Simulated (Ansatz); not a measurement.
Program: Ansatz. Geometries: PBE0-D4/def2-TZVP. ΔE: electronic, gas phase. CBS: MP2 limit from def2 TZ/QZ plus the TZ coupled-cluster correction, frozen cores. This one scheme is used for every species. DFT in def2-TZVPP. B3LYP here is the variant with VWN-RPA as its local correlation; programs differ in this. def2 core potentials past Kr. For I outer-core shells are correlated without core-valence functions, which leaves a few kJ/mol of doubt a bond.

Consider the formal exchange of groups at the Si–I bond: `C[Si](C)(F)I` + `C#N` → `C[Si](C)(F)C#N` + HI.

```json
{"level": "PBE-D4", "ΔE (kJ/mol)": "48.3", "difference from CCSD(T)/CBS": "-2.1"}
{"level": "r2SCAN-D4", "ΔE (kJ/mol)": "46.2", "difference from CCSD(T)/CBS": "-4.2"}
{"level": "PBE0-D4", "ΔE (kJ/mol)": "49.2", "difference from CCSD(T)/CBS": "-1.2"}
{"level": "B3LYP-D4", "ΔE (kJ/mol)": "43.9", "difference from CCSD(T)/CBS": "-6.5"}
{"level": "ωB97X-V", "ΔE (kJ/mol)": "44.3", "difference from CCSD(T)/CBS": "-6.1"}
{"level": "ωB97M-V", "ΔE (kJ/mol)": "45.0", "difference from CCSD(T)/CBS": "-5.4"}
{"level": "B2PLYP", "ΔE (kJ/mol)": "41.9", "difference from CCSD(T)/CBS": "-8.5"}
{"level": "PBE", "ΔE (kJ/mol)": "45.1", "difference from CCSD(T)/CBS": "-5.3"}
{"level": "r2SCAN", "ΔE (kJ/mol)": "45.8", "difference from CCSD(T)/CBS": "-4.6"}
{"level": "PBE0", "ΔE (kJ/mol)": "46.4", "difference from CCSD(T)/CBS": "-4.0"}
{"level": "B3LYP", "ΔE (kJ/mol)": "38.2", "difference from CCSD(T)/CBS": "-12.2"}
{"level": "HF/def2-TZVPP", "ΔE (kJ/mol)": "38.9", "difference from CCSD(T)/CBS": "-11.5"}
{"level": "MP2/def2-TZVPP", "ΔE (kJ/mol)": "49.9", "difference from CCSD(T)/CBS": "-0.5"}
{"level": "SCS-MP2/def2-TZVPP", "ΔE (kJ/mol)": "43.8", "difference from CCSD(T)/CBS": "-6.6"}
{"level": "CCSD/def2-TZVPP", "ΔE (kJ/mol)": "39.7", "difference from CCSD(T)/CBS": "-10.7"}
{"level": "CCSD(T)/def2-TZVPP", "ΔE (kJ/mol)": "40.8", "difference from CCSD(T)/CBS": "-9.6"}
{"level": "HF/def2-QZVPP", "ΔE (kJ/mol)": "38.8", "difference from CCSD(T)/CBS": "-11.6"}
{"level": "MP2/def2-QZVPP", "ΔE (kJ/mol)": "55.3", "difference from CCSD(T)/CBS": "4.9"}
{"level": "SCS-MP2/def2-QZVPP", "ΔE (kJ/mol)": "48.9", "difference from CCSD(T)/CBS": "-1.5"}
{"level": "HF/CBS(def2)", "ΔE (kJ/mol)": "38.8", "difference from CCSD(T)/CBS": "-11.6"}
{"level": "MP2/CBS(def2)", "ΔE (kJ/mol)": "59.4", "difference from CCSD(T)/CBS": "9.0"}
{"level": "CCSD/CBS(def2)", "ΔE (kJ/mol)": "49.2", "difference from CCSD(T)/CBS": "-1.2"}
{"level": "CCSD(T)/CBS", "ΔE (kJ/mol)": "50.4", "difference from CCSD(T)/CBS": "0"}
```

Largest T1 diagnostic among the species: 0.014.

The D4 term adds +5.7 kJ/mol with B3LYP and +2.9 kJ/mol with PBE0; it sums over pairs of atoms, weighted by their polarisabilities, and B3LYP, whose exchange is more repulsive, gets the larger term.
